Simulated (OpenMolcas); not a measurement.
**Potential curves of GeO⁺: spin–orbit levels**

Calculated with OpenMolcas 26.06: state-averaged CASSCF(7,7) over Ge 4s 4p, O 2p, XMS-CASPT2 (IPEA 0.25, imaginary shift 0.2 hartree), scalar X2C, ANO-RCC-VTZP, then RASSI spin–orbit state interaction with atomic mean-field integrals. C2 symmetry about the axis (a holds Σ, Δ, Γ; b holds Π, Φ, H; Σ⁺ and Σ⁻ are not told apart); roots by multiplicity and irrep: 2b 8, 2a 7, 4a 4, 4b 2.

XMS-CASPT2 energies with spin–orbit state interaction in eV from the lowest point. Curves are followed by energy order within each symmetry, so they are adiabatic and may change character at avoided crossings.

```csv
R (Å),(1)Ω=3/2,(2)Ω=3/2,(1)Ω=5/2,(1)Ω=7/2,(9)Ω=1/2
1.535,1.097,5.271,5.757,5.792,8.386
1.624,0.356,4.416,4.864,4.901,6.685
1.705,0.062,4.005,4.413,4.451,5.642
1.785,0.000,3.800,4.162,4.202,4.871
1.874,0.109,3.701,4.008,4.050,4.636
1.964,0.332,3.665,3.919,3.964,4.463
2.088,0.707,3.535,3.582,3.888,4.227
```

(1) With masses 73.921 and 15.995 u, fit the curves (1)Ω=3/2 near their minima.

Left out for impure symmetry, kinks or missing points, though low: (1)Ω=1/2, (2)Ω=1/2, (3)Ω=1/2, (4)Ω=1/2, (5)Ω=1/2, (3)Ω=3/2, (6)Ω=1/2, (4)Ω=3/2, (7)Ω=1/2, (5)Ω=3/2, (6)Ω=3/2, (8)Ω=1/2. Only roots inside an energy window near the equilibrium distance were included, so the list of states is not complete; labels number the states computed. Each spin and symmetry block has orbitals of its own, averaged over its own roots, so gaps between blocks are less sure than gaps within one and near the minimum can be off by tenths of an eV, in bad cases by more. No Rydberg orbitals are active, so Rydberg states, and σ→σ* states whose orbital the CASSCF left unused, can be missing between those listed. CASPT2 splits the two components of degenerate states numerically, here by up to 51 cm⁻¹. Points that failed a check (symmetry, reference weights, a jump) are left out.

Answers

(1) At XMS-CASPT2 with spin–orbit state interaction, Te from the lowest curve (the fit fixes ωe to a per cent or two; the method's Re and ωe can be off by some per cent):

| curve | Te (cm⁻¹) | Re (Å) | ωe (cm⁻¹) |
| --- | --- | --- | --- |
| (1)Ω=3/2 | 0 | 1.772 | 726.9 |
